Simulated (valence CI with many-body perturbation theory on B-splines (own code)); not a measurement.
**Valence orbitals of Sm13+**

Calculated by valence CI with perturbative core correlation (CI+MBPT): three valence electrons over a frozen Dirac-Fock core [Kr] 4d10, a basis of 7 s, 7 p, 7 d, 7 f, 4 g, 2 h functions for each j, with the one-electron correlation potential Σ1, the two-electron term Σ2, the three-electron term Σ3, Breit, model QED; selected CI, second order for the rest, scaled by the run's own slope (own B-spline code, finite nucleus).

No measured levels were compared; by estimate terms of the open shell hold to a few per cent of their energy, and close levels can change places; configurations with another count of f electrons can be misplaced by thousands of cm⁻¹.

These are the spectroscopic orbitals of the CI (the correlating ones are not listed), shaped by the core and the other valence electrons. h is the expectation value of the core's Dirac-Fock operator, without the valence repulsion; Σ1 is computed up to l = 3 at one energy for each symmetry, that of its lowest orbital but kept below the first core excitation, so for empty shells it is not the orbital's own correlation shift; Breit and QED include the response of the core.

```tsv
Orbital	h (hartree)	Σ1 (cm⁻¹)	Breit (cm⁻¹)	QED (cm⁻¹)	⟨r⟩ (bohr)
5s1/2	-10.893	-18205	1024	942	1.173
6s1/2	-6.4345	-5720	491	443	1.968
7s1/2	-4.2586	-2503	245	222	3.017
5p1/2	-9.9503	-17219	1634	-21.9	1.226
6p1/2	-5.9782	-5410	747	-10.3	2.081
7p1/2	-4.0091	-2503	395	-5.4	3.159
5p3/2	-9.6574	-16042	935	67.2	1.266
6p3/2	-5.8438	-5194	434	30.6	2.132
7p3/2	-3.9355	-2432	248	16.3	3.221
5d3/2	-8.1372	-13487	472	-59.5	1.393
6d3/2	-5.0983	-4806	226	-27.6	2.351
7d3/2	-3.5161	-2424	128	-15.5	3.511
5d5/2	-8.0813	-13021	231	-30.2	1.405
6d5/2	-5.0711	-4679	111	-14.0	2.365
7d5/2	-3.5006	-2367	64.7	-7.9	3.527
4f5/2	-11.12	-25841	-474	-153	0.7154
5f5/2	-6.34	-8825	-73.0	-43.8	1.619
4f7/2	-11.09	-25422	-871	-125	0.7192
5f7/2	-6.3295	-8785	-195	-34.6	1.623
5g7/2	-5.1732		-24.1	-2.1	1.833
5g9/2	-5.1733		-33.1	-1.1	1.833
```

Among the shells of the start configuration 4f1 5s2, Σ1 is largest in size for 4f5/2, where it is 1.1 % of h.

Lowest root of each symmetry, sizes in configuration state functions:

| J | Parity | Roots | Reference | Variational | Second order | Change by selected CI (cm⁻¹) | Change by second order (cm⁻¹) |
| --- | --- | --- | --- | --- | --- | --- | --- |
| 1/2 | even | 8 | 63 | 5803 | 14374 | -4454 | -1 |
| 3/2 | even | 12 | 113 | 9424 | 25165 | -3468 | -1 |
| 5/2 | even | 14 | 142 | 11962 | 32886 | -3488 | -1 |
| 7/2 | even | 12 | 137 | 11682 | 34193 | -3116 | -1 |
| 9/2 | even | 9 | 113 | 10122 | 31626 | -3175 | -1 |
| 11/2 | even | 5 | 76 | 7411 | 26513 | -3152 | -1 |
| 13/2 | even | 3 | 48 | 5008 | 18174 | -3149 | -2 |
| 1/2 | odd | 13 | 74 | 6085 | 13018 | -4506 | -2 |
| 3/2 | odd | 24 | 133 | 10416 | 24395 | -2996 | -1 |
| 5/2 | odd | 28 | 157 | 12183 | 31878 | -3811 | -3 |
| 7/2 | odd | 28 | 154 | 12569 | 33339 | -3849 | -3 |
| 9/2 | odd | 24 | 127 | 11563 | 29915 | -2146 | -1 |
| 11/2 | odd | 17 | 91 | 9172 | 27395 | -2121 | -1 |
| 13/2 | odd | 9 | 53 | 6027 | 19886 | -2117 | -1 |
| 15/2 | odd | 5 | 27 | 3074 | 13300 | -2132 | -1 |
| 17/2 | odd | 1 | 8 | 1223 | 3532 | -3320 | -2 |
